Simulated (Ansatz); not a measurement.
Fe₆⁺, relaxed as a multiplicity 18 with UKS PBE-D4/def2-SVP in Ansatz, starting from the GFN2-xTB geometry. Force threshold 0.02 eV/Å.

The charge 1 multiplicity 18 is spin-contaminated (final ⟨S²⟩ up to 81.34, 80.75 for a pure state). An occupied level of the charge 1 multiplicity 18 lies above an empty one of the other spin, so a lower spin may lie lower. The relaxation made no stability test and no search for a lower SCF solution. No other spin state of charge 1 was run. The structure comes from a short search, and lower isomers may exist.

Start:

```xyz
6

Fe    0.125   -0.195    1.793
Fe    1.245   -2.517    0.649
Fe   -1.178   -0.724   -0.141
Fe   -0.943    1.653   -2.142
Fe   -0.818    1.515    0.666
Fe    1.570    0.268   -0.825
```

```
step   energy (eV)  largest force component (eV/Å)  SCF passes
   1  -206250.4913                           2.552         168
   2  -206252.4077                           2.795         100
   3  -206254.1767                           2.041          82
   4  -206255.2344                           0.727          58
   5  -206255.5328                           0.586          72
   6  -206255.6457                           0.360          67
   7  -206255.6870                           0.288          57
   8  -206255.7514                           0.436          62
   9  -206255.8281                           0.628          61
  10  -206255.9086                           0.804          73
  11  -206255.9605                           0.274          55
  12  -206255.9753                           0.267          48
  13  -206255.9880                           0.034          48
  14  -206255.9885                           0.006          43
```

Force components are those of the run's own axes.

End:

```xyz
6

Fe    0.383   -0.444    1.715
Fe    0.725   -1.633   -0.305
Fe   -1.233   -0.573    0.129
Fe   -0.384    0.446   -1.714
Fe   -0.725    1.633    0.302
Fe    1.234    0.571   -0.127
```

Bonds formed: Fe2–Fe4 (atoms count from 1). The end is the same structure that another start reached, the lowest one found.

No frequencies were taken in this run, so the end may be a saddle point.

Hardware: 4 threads of Arm Neoverse V1 on a shared host. Wall time 2.4 min.
